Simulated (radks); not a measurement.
Values are calculated unless marked as measured or tabulated.
Numerical settings for neutral bismuth, [Hg] 6p3. Level of theory: scalar-relativistic Kohn-Sham, BLYP, spin-polarised, spherical densities, finite nucleus; open shells are filled with parallel spins first (spin-orbit coupling, left out, can overturn this in heavy ions); Fermi nuclear charge, rms radius 5.5211 fm (a radial shooting solver on a logarithmic mesh with Libxc functionals). The defaults (mesh step 0.008 in ln r, mesh end at 40 bohr or more with all orbitals vanishing there, Anderson mixing 0.5 over 9 steps, residual threshold near 1e-9 with the energy settled to 1e-9 hartree or 1e-11 of itself, here a cap of 54 iterations) give E = -21525.388 hartree and 6p at -4.889 eV in 15 iterations. Run on one thread of a shared host, so times are rough (Arm Neoverse N1): 0.4 s of CPU time, 0.4 s wall, 15 iterations on 2440 mesh points. Changes against that run (0 stands for a change within the tolerance of the run):

mesh step in ln r 0.2: iterations 4; converged no; E (mhartree) diverged; CPU (s) 0.04
mesh step in ln r 0.012: iterations 15; converged yes; E (mhartree) 0; e(6p) (meV) 0; CPU (s) 0.28
mesh step in ln r 0.005: iterations 15; converged yes; E (mhartree) 0; e(6p) (meV) 0; CPU (s) 0.62
mesh end (bohr) 8: iterations 15; converged yes; E (mhartree) +4.48; e(6p) (meV) +200; CPU (s) 0.37
mesh end (bohr) 2: iterations 6; converged no; E (mhartree) diverged; CPU (s) 0.38
residual threshold 1e-16: iterations 54; converged no; E (mhartree) 0; e(6p) (meV) 0; CPU (s) 0.73
residual threshold 0.01: iterations 9; converged yes; E (mhartree) 0; e(6p) (meV) +0.0504; CPU (s) 0.28
mixing 0.2: iterations 18; converged yes; E (mhartree) 0; e(6p) (meV) 0; CPU (s) 0.46
linear mixing, mixing 0.2: iterations 54; converged no; E (mhartree) -0.00144; e(6p) (meV) -0.0129; CPU (s) 1.2
linear mixing, mixing 0.05: iterations 54; converged no; E (mhartree) -34; e(6p) (meV) -175; CPU (s) 1.3
mixing history 20: iterations 18; converged yes; E (mhartree) 0; e(6p) (meV) 0; CPU (s) 0.45
iteration cap 8: iterations 8; converged no; E (mhartree) 0; e(6p) (meV) +0.0504; CPU (s) 0.23

Settings that end as converged yet miss the energy by more than 1 mhartree: mesh end (bohr) 8 (+0.00448 hartree). A mesh that ends early acts as a hard wall.
